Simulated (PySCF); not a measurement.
Zn(Et)(iPr), SMILES [CH2]([Zn][CH](C)C)C (C₅H₁₂Zn), singlet at its GFN2-xTB optimised geometry (Å):

```
18

Zn    -0.4556    -1.1109     0.0000
C      1.6240    -1.1109     0.0000
C      2.0551     0.3547     0.0392
H      2.0463    -1.5801    -0.8888
H      2.0510    -1.6284     0.8591
H      1.6914     0.8520     0.9388
H      1.6845     0.9015    -0.8283
H      3.1449     0.4364     0.0372
C     -2.2010     0.0202     0.0000
C     -2.1525     0.9094    -1.2415
C     -2.1789     0.8836     1.2603
H     -3.1449    -0.5300    -0.0157
H     -2.9764     1.6284    -1.2298
H     -1.2227     1.4791    -1.2843
H     -2.2370     0.3196    -2.1536
H     -2.2840     0.2752     2.1579
H     -3.0019     1.6035     1.2452
H     -1.2499     1.4510     1.3353
```

Calculation: PBE0/def2-SVP (PySCF 2.14.0). Cells within 0.4 Å of a nucleus heavier than hydrogen are left out (blank, or x).

Map of the HOMO amplitude (bohr^(-3/2)) on the plane z = 0.0 Å; orbital energy -6.00 eV, overall sign arbitrary:

```
|44444444444444444444444444444|
|44444444444444444444444444444|
|44444444444444444444444444444|
|44444444444444444444444444444|
|44444444444444444444444444444|
|44445555544444444444444444444|
|44455555554444444444444444444|
|44555555554444444444444444444|
|44555555554444444444444444444|
|44555555544444445554444444444|
|44555554444444455555444444444|
|44444444444444555555444444444|
|44444443345555555555433444444|
|4444443215665554455xx32344444|
|44444332xx876544445x444444444|
|44444333698755443345554444444|
|4444444567763x5321x7655544444|
|444444456676xx5310xx765554444|
|44444445566654332136655554444|
|44444455555554333345555554444|
|44444445555554444445555554444|
|44444445555544444445555554444|
|44444444455544444444555544444|
|44444444444444444444444444444|
|44444444444444444444444444444|
|44444444444444444444444444444|
|44444444444444444444444444444|
|44444444444444444444444444444|
|44444444444444444444444444444|
```
Scale: ten equal steps from -0.227 (start of '0') to 0.231 (end of '9'), in the order '0123456789'; x runs from -5.50 to 5.50, y from -5.50 (bottom) to 5.50 (top).
